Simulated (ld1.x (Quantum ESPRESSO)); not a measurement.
## aluminium: ultrasoft pseudisation with PBE, non-relativistic reference atom.

ld1.x (Quantum ESPRESSO) 7.5 was run on this input:

```
&input
   title='Al', zed=13., rel=0, dft='PBE', iswitch=3,
   config='[Ne] 3s2 3p1',
   nld=2, rlderiv=1.85, eminld=-3.0, emaxld=5.0, deld=0.02
 /
 &inputp
   pseudotype=3, tm=.true., lloc=-1, rcloc=1.25,
   nlcc=.true.,
   file_pseudopw='Al.UPF', file_wfcaegen='ae.wfc', file_wfcncgen='nc.wfc', file_beta='beta', file_chi='chi', file_wfcusgen='us.wfc'
 /
4
3S  1  0   2.00   0.00  1.05  1.40  0.0
3S  1  0   0.00   4.75  1.05  1.40  0.0
3P  2  1   1.00   0.00  1.35  1.70  0.0
3P  2  1   0.00   0.40  1.35  1.70  0.0
 &test
   configts(1)='3s2 3p1'
 /
```

Command:

```bash
ld1.x < Al.in > Al.out
```

Resulting log (shortened: banner, matrices, multipoles, cross overlaps and the repeated all-electron block are left out):

```
[... start of the log left out ...]
       Zero norm: self consistency problem; state:  1 (l=  0, j=0.0)
       Zero norm: self consistency problem; state:  1 (l=  0, j=0.0)
       Zero norm: self consistency problem; state:  1 (l=  0, j=0.0)
       Zero norm: self consistency problem; state:  1 (l=  0, j=0.0)
       Zero norm: self consistency problem; state:  1 (l=  0, j=0.0)
       Zero norm: self consistency problem; state:  1 (l=  0, j=0.0)
       Zero norm: self consistency problem; state:  1 (l=  0, j=0.0)
       Zero norm: self consistency problem; state:  1 (l=  0, j=0.0)
       Zero norm: self consistency problem; state:  1 (l=  0, j=0.0)
       Zero norm: self consistency problem; state:  1 (l=  0, j=0.0)
       Zero norm: self consistency problem; state:  1 (l=  0, j=0.0)
       Zero norm: self consistency problem; state:  1 (l=  0, j=0.0)
       Zero norm: self consistency problem; state:  1 (l=  0, j=0.0)
       Zero norm: self consistency problem; state:  1 (l=  0, j=0.0)
       Zero norm: self consistency problem; state:  1 (l=  0, j=0.0)
       Zero norm: self consistency problem; state:  1 (l=  0, j=0.0)
       Zero norm: self consistency problem; state:  1 (l=  0, j=0.0)
       Zero norm: self consistency problem; state:  1 (l=  0, j=0.0)
       Zero norm: self consistency problem; state:  1 (l=  0, j=0.0)
       Zero norm: self consistency problem; state:  1 (l=  0, j=0.0)
       Zero norm: self consistency problem; state:  1 (l=  0, j=0.0)
       Zero norm: self consistency problem; state:  1 (l=  0, j=0.0)
       Zero norm: self consistency problem; state:  1 (l=  0, j=0.0)
       Zero norm: self consistency problem; state:  1 (l=  0, j=0.0)
       Zero norm: self consistency problem; state:  1 (l=  0, j=0.0)
       Zero norm: self consistency problem; state:  1 (l=  0, j=0.0)
       Zero norm: self consistency problem; state:  1 (l=  0, j=0.0)
       Zero norm: self consistency problem; state:  1 (l=  0, j=0.0)
       Zero norm: self consistency problem; state:  1 (l=  0, j=0.0)

 %%%%%%%%%%%%%%%%%%%%%%%%%%%%%%%%%%%%%%%%%%%%%%%%%%%%%%%%%%%%%%%%%%%%%%%%%%%%%%
     Error in routine run_pseudo (1):
     Errors in PS-KS equation
 %%%%%%%%%%%%%%%%%%%%%%%%%%%%%%%%%%%%%%%%%%%%%%%%%%%%%%%%%%%%%%%%%%%%%%%%%%%%%%

     stopping ...
```

The run stopped because the pseudo-atom solver did not find the valence states with the expected number of nodes, which is the usual sign of a ghost state.

The run took about 0.54 s on one core of a shared server CPU.
